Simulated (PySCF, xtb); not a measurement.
# Two isomers of BH6NSe

Structure X: `[BH3-][NH2+][SeH]`, a singlet. Structure Y: `[NH3+][BH2-][SeH]`, a singlet. Both are isolated molecules in the gas phase, relaxed with PBE0-D4/def2-SVP; the shapes shown needn't be the lowest conformers.

X (Å):

```xyz
9

B    -3.2772   -0.0340   -0.1869
N    -1.9451    0.6264    0.4920
Se   -1.8199    0.4379    2.3876
H    -3.2289   -1.2277    0.0799
H    -3.1458    0.2036   -1.3832
H    -4.2296    0.5430    0.3215
H    -1.1166    0.1980    0.0755
H    -1.9224    1.6233    0.2704
H    -3.0993   -0.2861    2.4274
```

Y (Å):

```xyz
9

B     0.8180   -0.0854    0.0385
N    -0.2885   -0.2662    1.2220
Se    0.3935   -1.4806   -1.3778
H     1.9087   -0.2240    0.5602
H    -0.2141    0.4652    1.9335
H     1.0748   -2.6189   -0.7378
H    -1.2293   -0.2440    0.8220
H    -0.1834   -1.1732    1.6803
H     0.6186    1.0170   -0.4405
```

Quicker runs give these differences E(Y) − E(X): GFN2-xTB −26.3 kcal/mol; HF/STO-3G −28.3 kcal/mol (at GFN2-xTB geometries); r2SCAN-D4/def2-SVP −40.6 kcal/mol (at GFN2-xTB geometries).

Task: Estimate E(Y) − E(X) at the level CCSD(T)/def2-SVP + ΔMP2/def2-TZVPP.

Result: Calculated at CCSD(T)/def2-SVP + ΔMP2/def2-TZVPP: E(Y) − E(X) = −38.9 kcal/mol, so structure Y lies lower.

The same difference at several levels:

```csv
level,geometry,E(Y) − E(X) (kcal/mol),departure from the last row (kcal/mol),"job, with rough time for the two"
GFN2-xTB,GFN2-xTB,−26.3,+12.5,"optimisation, 0.19 s"
HF/STO-3G,GFN2-xTB,−28.3,+10.6,"single point, 1.3 s"
r2SCAN-D4/def2-SVP,GFN2-xTB,−40.6,−1.8,"single point, 11 s"
PBE0-D4/def2-SVP,PBE0-D4/def2-SVP,−41.9,−3.0,"optimisation, 79 s"
HF/def2-SVP,PBE0-D4/def2-SVP,−44.1,−5.2,part of the CCSD(T) run
MP2/def2-SVP,PBE0-D4/def2-SVP,−42.7,−3.8,part of the CCSD(T) run
CCSD(T)/def2-SVP,PBE0-D4/def2-SVP,−40.7,−1.9,single point
CCSD(T)/def2-SVP + ΔMP2/def2-TZVPP,PBE0-D4/def2-SVP,−38.9,,"single point, 44 s"
```

As drawn, Y has 1 B–Se, 1 N–H in place of 1 N–Se, 1 B–H.

None of the levels shown reverses the order. The largest departure from CCSD(T)/def2-SVP + ΔMP2/def2-TZVPP is that of GFN2-xTB, 12.5 kcal/mol. The last row adds to CCSD(T) the change of the MP2 difference between the two basis sets, here +1.9 kcal/mol.

With thermal terms from frequencies at re-optimised GFN2-xTB minima (ideal gas, soft modes damped towards free rotors, one conformer each, 298.15 K, 1 atm): on the last row, ΔE + ΔZPE = −36.6, ΔH = −36.7, ΔG = −36.3 kcal/mol.

The correlated steps freeze 11 core orbitals; the filled d shell of Se is correlated, in a basis made for valence electrons. Programs: PySCF 2.14.0, xtb 6.7.1; the last row on 2 threads of AMD EPYC 9B14 (Zen 4) on a shared host.
